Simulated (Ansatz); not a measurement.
Born–Oppenheimer molecular dynamics of AlH7N2OSi (12 atoms, charge 0, multiplicity 1). It starts from a relaxed structure.

Computed with RKS r2SCAN/STO-3G in Ansatz.

```json
{
 "ensemble": "NVT, Nosé–Hoover chain",
 "time step": "0.5 fs",
 "steps asked": "250",
 "set temperature": "100 K",
 "thermostat": "time constant 20 fs, chain length 1",
 "temperature schedule": "62 steps to 100 K, then 188 steps to 25 K",
 "seed": "450437"
}
```

Frames 1 fs apart, positions in Å, forces in eV/Å.

Velocities at 60 fs (Å/ps):

```
Al -2.38 -1.50 4.73
O 0.83 1.76 1.53
Si 1.19 -0.59 -3.35
H 7.65 8.08 -9.48
H 7.27 14.33 1.00
H -17.01 -10.33 13.13
N 5.64 -1.05 -2.18
H 13.93 13.05 -13.66
H -9.20 -20.07 -0.51
N -3.98 1.76 -1.81
H -12.21 1.24 1.98
H 3.95 12.30 5.66
```

```xyz
12
Properties=species:S:1:pos:R:3:forces:R:3 time_fs=60 energy_less_start_eV=0.153 T=183
Al 0.035 -0.113 0.045 -0.95 0.39 -0.65
O 0.153 -0.399 1.712 0.61 -0.25 -0.46
Si -1.297 -0.649 2.503 -0.60 1.57 0.50
H -2.211 -1.590 1.933 -0.26 -0.51 -0.36
H -1.002 -1.066 3.840 0.10 -0.22 0.40
H -2.037 0.636 2.597 0.23 -0.66 0.01
N 1.468 0.047 -0.953 -0.10 0.02 0.75
H 2.273 -0.437 -0.506 0.41 -0.03 -0.49
H 1.467 -0.175 -1.968 0.06 -0.15 0.09
N -1.513 0.307 -0.654 -0.59 -0.05 -0.22
H -2.457 0.250 -0.214 0.54 -0.06 0.23
H -1.718 0.457 -1.665 0.52 -0.05 0.19
12
Properties=species:S:1:pos:R:3:forces:R:3 time_fs=61 energy_less_start_eV=0.146 T=187
Al 0.033 -0.114 0.049 -0.76 0.45 -0.96
O 0.154 -0.398 1.714 0.63 -0.21 -0.40
Si -1.296 -0.649 2.499 -0.60 1.59 0.75
H -2.205 -1.585 1.922 -0.30 -0.62 -0.37
H -0.994 -1.053 3.843 0.06 -0.26 0.31
H -2.053 0.623 2.610 0.27 -0.59 -0.05
N 1.474 0.046 -0.955 -0.47 0.10 0.62
H 2.289 -0.424 -0.522 0.50 -0.14 -0.33
H 1.458 -0.196 -1.968 0.05 -0.10 0.17
N -1.517 0.309 -0.656 -0.59 -0.17 0.39
H -2.466 0.251 -0.211 0.81 -0.04 0.04
H -1.712 0.469 -1.659 0.39 0.00 -0.17
12
Properties=species:S:1:pos:R:3:forces:R:3 time_fs=62 energy_less_start_eV=0.132 T=195
Al 0.030 -0.115 0.053 -0.57 0.49 -1.24
O 0.155 -0.396 1.715 0.62 -0.18 -0.34
Si -1.295 -0.649 2.497 -0.61 1.33 0.98
H -2.201 -1.585 1.907 -0.23 -0.59 -0.30
H -0.986 -1.042 3.848 0.01 -0.27 0.13
H -2.066 0.604 2.623 0.23 -0.41 -0.11
N 1.479 0.045 -0.957 -0.66 0.09 0.54
H 2.310 -0.413 -0.541 0.45 -0.17 -0.20
H 1.450 -0.217 -1.966 0.02 -0.05 0.22
N -1.521 0.310 -0.658 -0.29 -0.27 0.82
H -2.468 0.252 -0.208 0.78 -0.03 -0.04
H -1.702 0.481 -1.654 0.24 0.06 -0.46
12
Properties=species:S:1:pos:R:3:forces:R:3 time_fs=63 energy_less_start_eV=0.117 T=202
Al 0.027 -0.117 0.057 -0.38 0.53 -1.48
O 0.157 -0.395 1.716 0.60 -0.14 -0.26
Si -1.294 -0.649 2.494 -0.63 0.85 1.14
H -2.200 -1.591 1.890 -0.05 -0.44 -0.16
H -0.978 -1.034 3.855 -0.06 -0.27 -0.08
H -2.077 0.581 2.634 0.13 -0.14 -0.14
N 1.484 0.044 -0.958 -0.65 -0.01 0.55
H 2.334 -0.404 -0.561 0.22 -0.10 -0.13
H 1.442 -0.239 -1.963 -0.02 -0.01 0.21
N -1.526 0.312 -0.659 0.28 -0.32 0.89
H -2.462 0.252 -0.205 0.44 -0.02 -0.02
H -1.690 0.494 -1.654 0.12 0.07 -0.51
12
Properties=species:S:1:pos:R:3:forces:R:3 time_fs=64 energy_less_start_eV=0.121 T=192
Al 0.024 -0.117 0.060 -0.19 0.55 -1.67
O 0.159 -0.393 1.717 0.55 -0.10 -0.19
Si -1.294 -0.648 2.492 -0.64 0.26 1.21
H -2.199 -1.601 1.872 0.17 -0.23 0.01
H -0.970 -1.029 3.861 -0.11 -0.26 -0.28
H -2.086 0.558 2.644 -0.02 0.18 -0.16
N 1.488 0.043 -0.958 -0.51 -0.13 0.60
H 2.361 -0.395 -0.583 -0.11 0.01 -0.08
H 1.433 -0.261 -1.957 -0.06 0.03 0.15
N -1.530 0.313 -0.659 0.98 -0.31 0.58
H -2.453 0.252 -0.202 -0.09 -0.02 0.08
H -1.677 0.506 -1.659 0.02 0.04 -0.27
12
Properties=species:S:1:pos:R:3:forces:R:3 time_fs=65 energy_less_start_eV=0.149 T=163
Al 0.021 -0.118 0.063 0.01 0.55 -1.80
O 0.162 -0.392 1.717 0.50 -0.07 -0.11
Si -1.293 -0.647 2.490 -0.62 -0.29 1.20
H -2.197 -1.613 1.854 0.36 -0.01 0.18
H -0.964 -1.026 3.865 -0.16 -0.26 -0.40
H -2.096 0.536 2.652 -0.16 0.46 -0.17
N 1.492 0.042 -0.959 -0.37 -0.24 0.64
H 2.385 -0.386 -0.605 -0.42 0.11 -0.02
H 1.425 -0.282 -1.950 -0.11 0.06 0.07
N -1.534 0.314 -0.659 1.59 -0.26 0.12
H -2.444 0.252 -0.199 -0.57 -0.02 0.17
H -1.663 0.520 -1.665 -0.06 -0.03 0.12
12
Properties=species:S:1:pos:R:3:forces:R:3 time_fs=66 energy_less_start_eV=0.186 T=129
Al 0.018 -0.118 0.065 0.21 0.55 -1.87
O 0.164 -0.391 1.718 0.43 -0.03 -0.05
Si -1.293 -0.646 2.489 -0.60 -0.69 1.11
H -2.191 -1.625 1.838 0.50 0.16 0.32
H -0.959 -1.026 3.864 -0.18 -0.26 -0.45
H -2.107 0.519 2.659 -0.25 0.64 -0.17
N 1.495 0.041 -0.959 -0.35 -0.29 0.61
H 2.406 -0.377 -0.627 -0.59 0.15 0.09
H 1.415 -0.302 -1.943 -0.14 0.09 0.00
N -1.537 0.315 -0.659 1.87 -0.21 -0.17
H -2.440 0.251 -0.194 -0.75 0.00 0.13
H -1.651 0.532 -1.671 -0.15 -0.10 0.45
12
Properties=species:S:1:pos:R:3:forces:R:3 time_fs=67 energy_less_start_eV=0.208 T=106
Al 0.015 -0.119 0.066 0.41 0.54 -1.88
O 0.167 -0.390 1.718 0.35 0.00 0.00
Si -1.294 -0.645 2.488 -0.60 -0.85 0.98
H -2.180 -1.635 1.825 0.55 0.26 0.40
H -0.956 -1.028 3.859 -0.18 -0.27 -0.39
H -2.120 0.509 2.663 -0.25 0.67 -0.19
N 1.498 0.040 -0.958 -0.49 -0.28 0.48
H 2.420 -0.367 -0.647 -0.59 0.12 0.24
H 1.405 -0.320 -1.935 -0.15 0.13 -0.02
N -1.538 0.315 -0.659 1.73 -0.22 -0.12
H -2.444 0.251 -0.188 -0.54 0.03 -0.06
H -1.641 0.543 -1.672 -0.24 -0.13 0.57
12
Properties=species:S:1:pos:R:3:forces:R:3 time_fs=68 energy_less_start_eV=0.214 T=96
Al 0.013 -0.119 0.066 0.60 0.53 -1.83
O 0.170 -0.389 1.719 0.27 0.03 0.04
Si -1.294 -0.645 2.487 -0.60 -0.78 0.84
H -2.165 -1.643 1.816 0.51 0.27 0.41
H -0.955 -1.033 3.851 -0.17 -0.28 -0.26
H -2.135 0.505 2.666 -0.16 0.56 -0.21
N 1.501 0.038 -0.957 -0.80 -0.23 0.29
H 2.429 -0.355 -0.664 -0.42 0.02 0.39
H 1.393 -0.337 -1.929 -0.14 0.17 -0.01
N -1.538 0.316 -0.659 1.32 -0.28 0.23
H -2.452 0.251 -0.183 -0.09 0.07 -0.33
H -1.633 0.553 -1.668 -0.31 -0.10 0.44
12
Properties=species:S:1:pos:R:3:forces:R:3 time_fs=69 energy_less_start_eV=0.214 T=90
Al 0.010 -0.119 0.066 0.78 0.52 -1.73
O 0.173 -0.388 1.719 0.18 0.06 0.06
Si -1.294 -0.645 2.487 -0.60 -0.51 0.69
H -2.146 -1.647 1.812 0.39 0.20 0.36
H -0.955 -1.040 3.841 -0.14 -0.30 -0.08
H -2.151 0.506 2.667 -0.01 0.34 -0.23
N 1.503 0.037 -0.956 -1.19 -0.14 0.10
H 2.433 -0.344 -0.678 -0.17 -0.11 0.53
H 1.381 -0.352 -1.922 -0.10 0.21 0.01
N -1.537 0.316 -0.659 0.88 -0.36 0.69
H -2.461 0.251 -0.181 0.34 0.10 -0.54
H -1.628 0.562 -1.660 -0.35 -0.03 0.15
12
Properties=species:S:1:pos:R:3:forces:R:3 time_fs=70 energy_less_start_eV=0.214 T=86
Al 0.008 -0.118 0.065 0.94 0.50 -1.59
O 0.176 -0.387 1.720 0.10 0.09 0.06
Si -1.295 -0.645 2.487 -0.56 -0.13 0.57
H -2.123 -1.650 1.811 0.20 0.06 0.25
H -0.957 -1.050 3.830 -0.11 -0.31 0.12
H -2.166 0.511 2.665 0.17 0.09 -0.25
N 1.504 0.035 -0.955 -1.54 -0.07 -0.03
H 2.436 -0.334 -0.686 0.03 -0.21 0.61
H 1.367 -0.364 -1.915 -0.03 0.23 0.03
N -1.536 0.316 -0.659 0.58 -0.42 1.01
H -2.467 0.253 -0.184 0.56 0.11 -0.60
H -1.626 0.570 -1.651 -0.35 0.05 -0.18
12
Properties=species:S:1:pos:R:3:forces:R:3 time_fs=71 energy_less_start_eV=0.210 T=84
Al 0.006 -0.118 0.064 1.07 0.47 -1.41
O 0.179 -0.386 1.720 0.01 0.11 0.05
Si -1.296 -0.645 2.487 -0.46 0.24 0.51
H -2.099 -1.652 1.812 -0.02 -0.12 0.11
H -0.960 -1.063 3.820 -0.08 -0.30 0.27
H -2.180 0.516 2.661 0.33 -0.13 -0.26
N 1.505 0.033 -0.954 -1.71 -0.02 -0.06
H 2.438 -0.327 -0.688 0.09 -0.26 0.60
H 1.354 -0.374 -1.909 0.06 0.23 0.01
N -1.534 0.316 -0.657 0.50 -0.41 1.00
H -2.467 0.256 -0.193 0.50 0.08 -0.46
H -1.628 0.578 -1.644 -0.29 0.09 -0.36
```

Of the whole run (125 fs, mean temperature of the second half 62 K): The conserved energy stayed within 0.08 meV per atom of its start (net change 0.0092 meV per atom), so the integration is sound. The schedule's set-point averaged 50 K over the second half and the system 62 K, so it lags behind the ramp. A run of 0.12 ps of so small a system gives no equilibrium averages. Limits of this set-up: minimal basis.

Run time: 13 min on 1 thread of Intel(R) Xeon(R) Platinum 8488C (Sapphire Rapids), with other jobs on the host, peak memory 0.14 GiB.
